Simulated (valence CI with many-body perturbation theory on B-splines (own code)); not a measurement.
## E1 line list for Hg⁴⁷⁺

Level of theory: relativistic CI+MBPT: five valence electrons over a frozen Dirac-Fock core [Ar] 3d10, radial functions for each j: 11 s, 11 p, 10 d, 8 f, 5 g, 2 h, with the one-electron correlation potential Σ1 (screened to all orders), the two-electron term Σ2, the three-electron term Σ3, Breit, model QED; selected single and double excitations, second order for the rest, scaled by the run's own slope (own B-spline code, finite nucleus).

No measured spectrum was set against this ion. As an estimate, large intervals hold to a few tenths of a per cent, small ones and those within an open d or f shell to about a per cent. Among the levels kept, up to 2000 cm⁻¹ of a level comes from second order outside the variational space, and about a tenth of that is noise between levels of different J, which matters for small intervals.

Lines 151 to 200 of 548 in falling wavelength, among levels below 689.81 eV, chosen from the strongest by gf and those to the six lowest levels. Wavelengths and rates use the calculated energies. Electric multipoles are in the length gauge, E1 and E2 with the static RPA response of the core. Weak lines are less certain than strong ones. Lines between different terms over intervals too small for the method are left out, as are lines whose strength nearly cancels. The highest levels of a list are the least certain.

Levels are named by their leading jj configuration (3d3/2^4 stands for four electrons in 3d with j = 3/2), which in mixed levels can hold well under half, so a name can repeat and another be missing. Letters in brackets count levels of one name in rising energy.

```tsv
λ vac (Å)	Upper	Lower	A (s⁻¹)	S (a.u.)
58.00	(4s^2 4p1/2 4p3/2 4f7/2) J=3/2	(4s^2 4p1/2 4p3/2 4d5/2) J=5/2 [a]	6.09e+10	2.35e-02
57.97	(4s^2 4p1/2 4d3/2 4d5/2) J=5/2 [a]	(4s^2 4p1/2 4p3/2 4d3/2) J=5/2 [a]	1.45e+11	8.36e-02
57.93	(4s^2 4p1/2 4p3/2 4f7/2) J=9/2 [b]	(4s^2 4p1/2 4p3/2 4d5/2) J=7/2 [a]	1.86e+11	1.79e-01
57.87	(4s 4p1/2^2 4p3/2 4f7/2) J=9/2 [b]	(4s 4p1/2^2 4p3/2 4d5/2) J=7/2 [a]	3.23e+11	3.09e-01
57.86	(4s^2 4p1/2 4d3/2 4d5/2) J=3/2 [b]	(4s^2 4p1/2 4p3/2 4d3/2) J=3/2 [b]	8.87e+10	3.39e-02
57.86	(4s 4p1/2^2 4p3/2 4f7/2) J=11/2	(4s 4p1/2^2 4p3/2 4d5/2) J=9/2	2.57e+11	2.94e-01
57.85	(4s 4p1/2^2 4d3/2 4d5/2) J=5/2 [a]	(4s 4p1/2^2 4p3/2 4d3/2) J=3/2 [a]	1.64e+11	9.40e-02
57.83	(4s 4p1/2^2 4p3/2 4d5/2) J=1/2	(4s 4p1/2^2 4p3/2^2) J=1/2	4.01e+11	7.66e-02
57.83	(4s^2 4p3/2 4d3/2 4d5/2) J=7/2 [c]	(4s^2 4p3/2^2 4d3/2) J=7/2	1.43e+11	1.09e-01
57.81	(4s 4p1/2^2 4d5/2^2) J=9/2	(4s 4p1/2^2 4p3/2 4d5/2) J=9/2	1.27e+11	1.21e-01
57.79	(4s^2 4p1/2 4d5/2^2) J=7/2	(4s^2 4p1/2 4p3/2 4d5/2) J=7/2 [a]	6.65e+10	5.06e-02
57.73	(4s 4p1/2 4p3/2^2 4d3/2) J=5/2 [a]	(4s^2 4p1/2 4p3/2 4d5/2) J=3/2 [a]	5.23e+10	2.98e-02
57.69	(4s 4p1/2 4p3/2^2 4d5/2) J=3/2 [b]	(4s 4p1/2 4p3/2^3) J=5/2	1.07e+11	4.04e-02
57.68	(4s 4p1/2^2 4d3/2 4d5/2) J=5/2 [a]	(4s 4p1/2^2 4p3/2 4d3/2) J=5/2 [a]	6.11e+10	3.47e-02
57.63	(4s^2 4p1/2 4p3/2 4f7/2) J=5/2 [b]	(4s^2 4p1/2 4p3/2 4d5/2) J=5/2 [a]	2.63e+11	1.49e-01
57.58	(4s 4p1/2 4p3/2^2 4d5/2) J=3/2 [a]	(4s 4p1/2 4p3/2^3) J=3/2 [a]	1.12e+11	4.23e-02
57.49	(4s^2 4p1/2 4d3/2 4d5/2) J=3/2 [a]	(4s^2 4p1/2 4p3/2 4d3/2) J=1/2 [a]	8.78e+10	3.29e-02
57.44	(4s^2 4p1/2 4d3/2 4d5/2) J=3/2 [a]	(4s^2 4p1/2 4p3/2 4d3/2) J=3/2 [a]	1.92e+11	7.19e-02
57.35	(4s^2 4p1/2 4p3/2 4d5/2) J=3/2 [b]	(4s^2 4p1/2 4p3/2^2) J=1/2	3.41e+11	1.27e-01
57.32	(4s^2 4p3/2 4d3/2 4d5/2) J=7/2 [c]	(4s^2 4p3/2^2 4d3/2) J=5/2	1.19e+11	8.88e-02
57.31	(4s^2 4p1/2 4p3/2 4f7/2) J=9/2 [c]	(4s^2 4p1/2 4p3/2 4d5/2) J=7/2 [a]	6.78e+10	6.30e-02
57.28	(4s^2 4p1/2 4p3/2 4f7/2) J=3/2	(4s^2 4p1/2 4p3/2 4d5/2) J=3/2 [a]	3.74e+11	1.39e-01
57.26	(4s^2 4p1/2 4d3/2 4d5/2) J=1/2	(4s^2 4p1/2 4p3/2 4d3/2) J=1/2 [a]	2.61e+11	4.84e-02
57.23	(4s 4p1/2 4p3/2^2 4d5/2) J=1/2 [c]	(4s 4p1/2 4p3/2^3) J=3/2 [b]	2.38e+11	4.40e-02
57.18	(4s 4p1/2 4p3/2^2 4d5/2) J=3/2 [d]	(4s 4p1/2 4p3/2^3) J=3/2 [b]	3.69e+11	1.36e-01
57.17	(4s 4p1/2^2 4d3/2 4d5/2) J=3/2 [a]	(4s 4p1/2^2 4p3/2 4d3/2) J=1/2 [a]	2.17e+11	8.02e-02
57.12	(4s 4p1/2^2 4d3/2 4d5/2) J=3/2 [a]	(4s 4p1/2^2 4p3/2 4d3/2) J=3/2 [a]	1.04e+11	3.84e-02
57.04	(4s 4p1/2 4p3/2^2 4d3/2) J=9/2	(4s^2 4p1/2 4p3/2 4d5/2) J=7/2 [b]	4.09e+11	3.74e-01
57.03	(4s 4p1/2^2 4p3/2 4d5/2) J=3/2 [b]	(4s 4p1/2^2 4p3/2^2) J=1/2	3.03e+11	1.11e-01
57.00	(4s^2 4p1/2 4p3/2 4f5/2) J=5/2 [b]	(4s^2 4p1/2 4p3/2 4d3/2) J=3/2 [b]	1.54e+11	8.46e-02
56.94	(4s^2 4p1/2 4p3/2 4d5/2) J=1/2	(4s^2 4p1/2 4p3/2^2) J=1/2	4.65e+11	8.47e-02
56.94	(4s 4p1/2 4p3/2^2 4d5/2) J=1/2 [c]	(4s 4p1/2 4p3/2^3) J=1/2	3.50e+11	6.37e-02
56.90	(4s 4p1/2 4p3/2^2 4d5/2) J=3/2 [d]	(4s 4p1/2 4p3/2^3) J=1/2	6.94e+10	2.52e-02
56.89	(4s 4p1/2 4p3/2^2 4d5/2) J=5/2 [d]	(4s 4p1/2 4p3/2^3) J=5/2	2.24e+11	1.22e-01
56.88	(4s 4p1/2^2 4p3/2 4d5/2) J=5/2 [b]	(4s 4p1/2^2 4p3/2^2) J=3/2	6.13e+11	3.34e-01
56.85	(4s 4p1/2^2 4p3/2 4f7/2) J=7/2 [b]	(4s 4p1/2^2 4p3/2 4d5/2) J=5/2 [a]	9.61e+10	6.97e-02
56.84	(4s 4p1/2 4p3/2^2 4d5/2) J=5/2 [c]	(4s 4p1/2 4p3/2^3) J=3/2 [a]	8.89e+10	4.83e-02
56.82	(4s 4p1/2 4p3/2^2 4d3/2) J=1/2 [b]	(4s^2 4p1/2 4p3/2 4d5/2) J=3/2 [b]	1.74e+11	3.15e-02
56.73	(4s 4p1/2^2 4p3/2 4d5/2) J=7/2 [a]	(4s 4p1/2^2 4p3/2^2) J=5/2	3.34e+11	2.41e-01
56.71	(4s 4p1/2^2 4d5/2^2) J=5/2	(4s 4p1/2^2 4p3/2 4d5/2) J=5/2 [a]	2.74e+11	1.48e-01
56.64	(4s 4p1/2^2 4p3/2 4d3/2) J=7/2	(4s^2 4p1/2^2 4d5/2) J=5/2	7.49e+10	5.38e-02
56.32	(4s 4p1/2 4p3/2^2 4d3/2) J=7/2 [a]	(4s^2 4p1/2 4p3/2 4d5/2) J=5/2 [a]	3.86e+10	2.72e-02
56.15	(4s^2 4p1/2 4p3/2 4d5/2) J=5/2 [b]	(4s^2 4p1/2 4p3/2^2) J=5/2	1.17e+11	6.11e-02
56.07	(4s^2 4p1/2 4p3/2 4d5/2) J=7/2 [b]	(4s^2 4p1/2 4p3/2^2) J=5/2	6.79e+11	4.72e-01
55.71	(4s^2 4p1/2 4d5/2^2) J=7/2	(4s^2 4p1/2 4p3/2 4d3/2) J=5/2 [b]	1.55e+11	1.06e-01
55.65	(4s 4p1/2 4p3/2^2 4d5/2) J=5/2 [g]	(4s 4p1/2 4p3/2^3) J=3/2 [b]	8.95e+11	4.57e-01
55.52	(4s 4p1/2 4p3/2^2 4d3/2) J=7/2 [b]	(4s^2 4p1/2 4p3/2 4d5/2) J=5/2 [b]	1.43e+11	9.67e-02
55.37	(4s^2 4p1/2 4p3/2 4d5/2) J=3/2 [b]	(4s^2 4p1/2 4p3/2^2) J=5/2	9.40e+10	3.15e-02
55.35	(4s 4p1/2 4p3/2^2 4d5/2) J=3/2 [b]	(4s 4p1/2 4p3/2^3) J=3/2 [a]	6.27e+11	2.10e-01
55.26	(4s^2 4p3/2^2 4d5/2) J=3/2	(4s^2 4p3/2^3) J=3/2	8.93e+11	2.98e-01
```
